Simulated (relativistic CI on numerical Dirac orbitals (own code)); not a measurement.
Crystal-field levels of Hf²⁺, 5d2

Calculated by Dirac-Coulomb-Breit CI, KLI orbitals optimised for each configuration, a model potential for QED, valence Slater integrals scaled by 0.65, one configuration in a parametric crystal field (own radial code).

Field parameters in Wybourne normalisation: Oh B⁴₀ = 21Dq, B⁴₄ = √(5/14) B⁴₀; Td as Oh with Dq negative (B⁴₀ = 21Dq, B⁴₄ = √(5/14) B⁴₀). The field is a parameter set, without covalency.

S and J are read from ⟨S²⟩ = S(S + 1) and ⟨J²⟩ = J(J + 1) of each level; they are not fictitious spins.

Td, 10Dq = -9500 cm⁻¹, the lowest 10 levels:

| E (cm⁻¹) | Degeneracy | Irrep | S | J |
| --- | --- | --- | --- | --- |
| 0.0 | 3 | T2 | 1.00 | 2.98 |
| 5786 | 2 | E | 0.32 | 2.74 |
| 9298 | 1 | A2 | 1.00 | 3.00 |
| 9542 | 3 | T2 | 0.99 | 3.18 |
| 9966 | 3 | T1 | 1.00 | 3.23 |
| 10366 | 2 | E | 0.87 | 2.86 |
| 11016 | 1 | A1 | 0.34 | 3.27 |
| 13802 | 3 | T2 | 0.99 | 2.73 |
| 14070 | 3 | T1 | 0.98 | 2.66 |
| 14153 | 2 | E | 0.98 | 3.13 |

Td, 10Dq = -8900 cm⁻¹, the lowest 16 levels:

| E (cm⁻¹) | Degeneracy | Irrep | S | J |
| --- | --- | --- | --- | --- |
| 0.0 | 3 | T2 | 1.00 | 2.96 |
| 5656 | 2 | E | 0.38 | 2.71 |
| 8725 | 1 | A2 | 1.00 | 3.00 |
| 8970 | 3 | T2 | 0.99 | 3.19 |
| 9384 | 3 | T1 | 1.00 | 3.23 |
| 9892 | 2 | E | 0.83 | 2.85 |
| 10841 | 1 | A1 | 0.40 | 3.22 |
| 13134 | 3 | T2 | 0.99 | 2.78 |
| 13460 | 3 | T1 | 0.98 | 2.72 |
| 13496 | 2 | E | 0.97 | 3.18 |
| 14324 | 1 | A1 | 0.79 | 2.66 |
| 15232 | 3 | T2 | 0.20 | 2.70 |
| 17485 | 3 | T1 | 0.16 | 3.82 |
| 20630 | 2 | E | 1.00 | 2.51 |
| 20701 | 1 | A1 | 0.99 | 3.21 |
| 20861 | 3 | T1 | 0.96 | 2.97 |

Oh, 10Dq = 16750 cm⁻¹, the lowest 16 levels:

```
E (cm⁻¹)  Degeneracy  Irrep     S     J
     0.0           2      E  0.98  2.58
     114           3     T2  0.99  2.68
    1778           3     T1  1.00  3.35
    2406           1     A1  0.99  3.63
    6875           3     T2  0.08  3.14
    7086           2      E  0.07  3.16
   14528           1     A1  0.10  2.93
   16343           1     A2  1.00  3.00
   16733           3     T2  0.99  3.02
   17235           3     T1  0.99  3.42
   17314           2      E  1.00  3.48
   21456           1     A1  0.97  1.43
   21736           3     T1  0.99  1.67
   22156           3     T2  0.80  2.54
   22772           2      E  0.99  2.29
   24100           3     T2  0.41  2.85
```

The free-ion ground term has S = 1. Every field shown keeps that spin.

Levels of this model without a field, named by their leading LS term (the scale mimics covalency, so terms lie below those of the real free ion): 3F_2 0, 3F_3 2265, 3F_4 4514, 1D_2 7352, 3P_0 7355, 3P_1 8416, 3P_2 10905, 1G_4 11257 cm⁻¹.
